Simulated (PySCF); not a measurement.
Gas-phase reaction: GeO₂ + 2 I₂ → GeI₄ + O₂

Computed with PySCF and rigid-rotor harmonic-oscillator thermochemistry at 1 bar. † marks an energy on the PBE0/def2-TZVP geometry and frequencies; other levels use their own. MP2 and CCSD(T) freeze the core. Open shells (unrestricted): O₂ (multiplicity 3); the rest are closed-shell singlets. I: scalar-relativistic def2 core potential, no spin-orbit coupling. Ge: all electrons, no relativistic terms. GeO₂: computed as isolated molecules; such fragments, hydroxides, amides, oligomers or adducts are transient or little studied in the gas. MP2 isn't extrapolated to the basis-set limit; its ΔH°(298 K) is -178.9 kJ in def2-SVP and -141.5 kJ in def2-TZVPP. CCSD(T) isn't extrapolated to the basis-set limit. The harmonic model lacks anharmonicity and excited electronic states, which grow with temperature; levels with a mode under 35 cm⁻¹ are left out. Soft modes under 120 cm⁻¹ make the harmonic entropy rough for GeI₄. Warning, large T1 diagnostic: GeO₂ (CCSD(T)/def2-SVP†).

ΔH° and ΔS° at 298 K: CCSD(T)/def2-SVP† -186 kJ, -129 J/K; HF/def2-TZVP† -270 kJ, -129 J/K; MP2/def2-TZVPP† -142 kJ, -129 J/K; PBE/def2-SVP -180 kJ, -129 J/K; r2SCAN/def2-TZVP† -174 kJ, -129 J/K.

Task: With the heat capacities included, give log10 K (1 bar) at 800, 1200, 1400, 1600, 1800 K from CCSD(T)/def2-SVP†, HF/def2-TZVP†, MP2/def2-TZVPP†, PBE/def2-SVP, r2SCAN/def2-TZVP†.

Result: 
```csv
T (K),CCSD(T)/def2-SVP†,HF/def2-TZVP†,MP2/def2-TZVPP†,PBE/def2-SVP,r2SCAN/def2-TZVP†
800,5.6,11.1,2.7,5.2,4.8
1200,1.7,5.4,-0.2,1.4,1.2
1400,0.6,3.7,-1.1,0.3,0.1
1600,-0.2,2.5,-1.7,-0.4,-0.6
1800,-0.8,1.6,-2.1,-1.1,-1.2
```
